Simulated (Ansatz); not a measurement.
Calculated with Ansatz (gas phase, PBE0-D4/def2-TZVP geometries, no zero-point term in ΔE). CCSD(T)/CBS adds triple-zeta CCSD(T) − MP2 to the extrapolated MP2 energy (def2 sets, frozen cores). This one scheme is used for every species. DFT in def2-TZVPP. B3LYP here is the variant with VWN-RPA as its local correlation; programs differ in this. For Ge outer-core shells are correlated without core-valence functions, which leaves a few kJ/mol of doubt a bond. Scalar relativity is left out up to krypton. One conformer a species, not always the lowest.

`[F][AlH][F]` + `[CH3][AlH][CH2][GeH3]` → `[CH3][AlH][AlH][F]` + `F[CH2][GeH3]`  (redistribution)

`[F][AlH][F]`:

Cartesian coordinates in Å:
```
F 1.579 0.028 -0.371
Al -0.014 -0.028 0.007
F -0.856 1.378 0.001
H -0.709 -1.378 0.362
```

`[CH3][AlH][CH2][GeH3]`:

Z-matrix (Å, degrees):
```
C
Al 1 1.951
H 1 1.095 2 111.3
H 1 1.093 2 113.2 3 122.0
H 1 1.096 2 110.3 3 -117.5
C 2 1.949 1 121.0 3 -128.8
H 2 1.592 1 120.1 3 53.5
Ge 6 1.957 2 112.6 1 -80.1
H 6 1.095 2 111.0 1 38.8
H 6 1.094 2 111.5 1 159.4
H 8 1.540 6 111.9 2 -177.5
H 8 1.543 6 110.4 2 -57.0
H 8 1.542 6 110.1 2 61.8
```

`[CH3][AlH][AlH][F]`:

Cartesian coordinates in Å:
```
C -1.767 -0.069 -0.126
Al 0.055 -0.785 -0.100
Al 2.166 0.673 0.313
F 2.819 1.400 -1.032
H -2.291 -0.394 -1.032
H -2.333 -0.479 0.719
H -1.825 1.019 -0.070
H 0.222 -2.356 -0.334
H 2.953 0.991 1.661
```

`F[CH2][GeH3]`:

Cartesian coordinates in Å:
```
F -0.667 0.549 1.765
C 0.038 0.822 0.604
Ge -0.002 -0.739 -0.605
H 1.067 1.073 0.876
H -0.416 1.694 0.123
H -1.455 -1.068 -0.975
H 0.789 -0.385 -1.877
H 0.647 -1.945 0.088
```

```tsv
level	ΔE (kcal/mol)	difference from CCSD(T)/CBS
PBE-D4	67.5	-8.3
r2SCAN-D4	73.9	-1.9
PBE0-D4	69.6	-6.2
B3LYP-D4	72.0	-3.8
ωB97X-V	71.1	-4.7
ωB97M-V	75.2	-0.6
B2PLYP	74.2	-1.6
PBE	66.4	-9.4
r2SCAN	73.6	-2.2
PBE0	68.7	-7.1
B3LYP	70.4	-5.4
HF/def2-TZVPP	71.3	-4.5
MP2/def2-TZVPP	80.6	4.8
SCS-MP2/def2-TZVPP	77.3	1.5
CCSD/def2-TZVPP	74.2	-1.6
CCSD(T)/def2-TZVPP	74.6	-1.2
HF/def2-QZVPP	72.0	-3.8
MP2/def2-QZVPP	81.5	5.7
SCS-MP2/def2-QZVPP	78.3	2.5
HF/CBS(def2)	72.1	-3.7
MP2/CBS(def2)	81.9	6.1
CCSD/CBS(def2)	75.5	-0.3
CCSD(T)/CBS	75.8	0
```

Largest T1 diagnostic among the species: 0.013.

From PBE to PBE0 (25 % exact exchange), in def2-TZVPP and without D4, ΔE moves by +2.3 kcal/mol. The D4 term adds +1.6 kcal/mol with B3LYP and +0.9 kcal/mol with PBE0; it sums over pairs of atoms, weighted by their polarisabilities, and B3LYP, whose exchange is more repulsive, gets the larger term.
